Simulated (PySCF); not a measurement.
Two-component Hartree-Fock for Cd (cadmium, neutral)

Start: [Kr] 4d10 5s1 6s1; 5s1/2 filled at m_j = +1/2; 6s1/2 filled at m_j = +1/2. Calculated with PySCF 2.14 in x2c-SVPall-2c with one added diffuse shell each of s, p, d type (7s10p7d1f, 79 functions): generalised Hartree-Fock with the X2C-1e Hamiltonian and a Gaussian nucleus; one run each with spin-orbit coupling (SO) switched off, then screened by Boettger's factors. This is a chosen level, not necessarily the ground level.

| spinor shell | electrons | ε, spin-free (eV) | ε, screened SO (eV) | weight of nominal j (screened SO) | rms radius, screened SO (bohr) |
| --- | --- | --- | --- | --- | --- |
| 1s1/2 | 2 | -26845.8 | -26843.7 | 1.000 | 0.0349 |
| 2s1/2 | 2 | -4076.5 | -4075.9 | 1.000 | 0.142 |
| 2p1/2 | 2 | -3652.1 | -3785.6 | 1.000 | 0.124 |
| 2p3/2 | 4 | -3652.1 | -3590.7 | 1.000 | 0.128 |
| 3s1/2 | 2 | -801.57 | -801.44 | 1.000 | 0.381 |
| 3p1/2 | 2 | -658.65 | -683.27 | 1.000 | 0.376 |
| 3p3/2 | 4 | -658.65 | -647.26 | 1.000 | 0.387 |
| 3d3/2 | 4 | -435.44 | -439.67 | 1.000 | 0.362 |
| 3d5/2 | 6 | -435.44 | -432.51 | 1.000 | 0.365 |
| 4s1/2 | 2 | -133.89 | -133.87 | 1.000 | 0.942 |
| 4p1/2 | 2 | -89.641 | -93.877 | 1.000 | 1.01 |
| 4p3/2 | 4 | -89.641 | -87.694 | 1.000 | 1.05 |
| 4d3/2 | 4 | -24.510 | -25.009 | 0.992 | 1.37 |
| 4d5/2 | 6 | -24.510 | -24.178 | 0.995 | 1.38 |
| 5s1/2 | 1 | -12.191 | -12.193 | 1.000 | 2.97 |
| 6s1/2 | 1 | -2.422 | -2.423 | 1.000 | 8.72 |

```
   quantity    spin-free  screened SO
E (hartree)  -5590.08224  -5591.17500
        M_J            1            1
       ⟨J²⟩        2.001        2.001
       ⟨L²⟩        0.000        0.016
       ⟨S²⟩        2.001        2.017
```

Breit and QED terms are absent; they matter most for the inner s and p1/2 levels.

Densities and radii are taken from the X2C orbitals without a picture-change correction, which distorts them close to the nucleus.

Without spin-orbit coupling the j labels of p, d and f shells carry no meaning; the spin-free column gives the mean over the occupied spinors of each nl shell.
